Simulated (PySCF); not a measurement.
Where the electron goes

Compound: C₅H₆O₄.
Structure used (GFN2-xTB), in Å, numbered top down from 1:
```
atom  x, y, z in Å
C1    -1.349   -0.270    2.025
C2    -0.876   -0.031    0.804
C3    -1.810    0.090   -0.351
O4    -2.885   -0.446   -0.410
O5    -1.346    0.896   -1.308
C6     0.595    0.121    0.584
O7     1.359    0.531    1.418
O8     0.959   -0.294   -0.629
C9     2.346   -0.212   -0.926
H10   -2.406   -0.389    2.195
H11   -0.682   -0.348    2.867
H12   -1.978    0.945   -2.043
H13    2.919   -0.827   -0.229
H14    2.690    0.821   -0.847
H15    2.459   -0.577   -1.942
```

Method used: TDDFT PBE0/def2-SVPD, vertical, gas phase, core orbitals frozen in the response (PySCF).

Kohn–Sham orbitals with the atoms that hold most of them (Löwdin shares over 4%, at most four atoms; ? is withheld):

| orbital | ε (eV) | atoms |
| --- | --- | --- |
| LUMO+2 | 0.32 | O5 29%, H12 15%, C3 13%, O4 8% |
| LUMO+1 | -0.21 | C6 21%, C3 20%, O7 17%, O4 15% |
| LUMO | -2.00 | ? |
| HOMO | ? | ? |
| HOMO-1 | -8.89 | C2 27%, C1 23%, O4 17%, O7 13% |
| HOMO-2 | -8.92 | O4 36%, O7 33%, O5 7%, O8 7% |
| HOMO-3 | -9.08 | O8 44%, O7 22%, C9 11%, C6 6% |

(1) Which atoms hold the LUMO, and with what shares?

(2) Which atoms hold the HOMO, and with what shares?

(3) What is the HOMO energy, and the HOMO–LUMO gap?

Answers

(1) C1 (bonded to C and 2 H) 33%; C2 (bonded to 3 C) 20%; C3 (bonded to C and 2 O) 9%; C6 (bonded to C and 2 O) 7%.

(2) O7 (bonded to C) 32%; O4 (bonded to C) 30%; C2 (bonded to 3 C) 12%; C1 (bonded to C and 2 H) 7%. By element: oxygen 62% or more, carbon 20% or more.

(3) ε(HOMO) = -7.99 eV; the gap is 5.98 eV (0.2199 hartree).

Problem. The HOMO–LUMO gap is 5.98 eV. Where does the response calculation put the lowest singlet, and from which orbitals?

Solution. S1 is at 4.52 eV (f = 0.0061), 1.46 eV below the gap, made of HOMO→LUMO (88%). Without the coupling terms of the response equations the lowest excitation would equal the gap.

Problem. One configuration dominates each of S1 and S4. Which, and how do the shares of the two leading atoms of either orbital change from the occupied to the empty one?

Solution. 
- S1 (4.52 eV, f 0.0061), HOMO→LUMO (88%): O7 32% → at most 8%, O4 30% → at most 8%, C1 7% → 33%, C2 12% → 20%
- S4 (6.17 eV, f 0.0068), HOMO→LUMO+1 (72%): O7 32% → 17%, O4 30% → 15%, C6 at most 8% → 21%, C3 at most 8% → 20%

One conformer stands for the species.
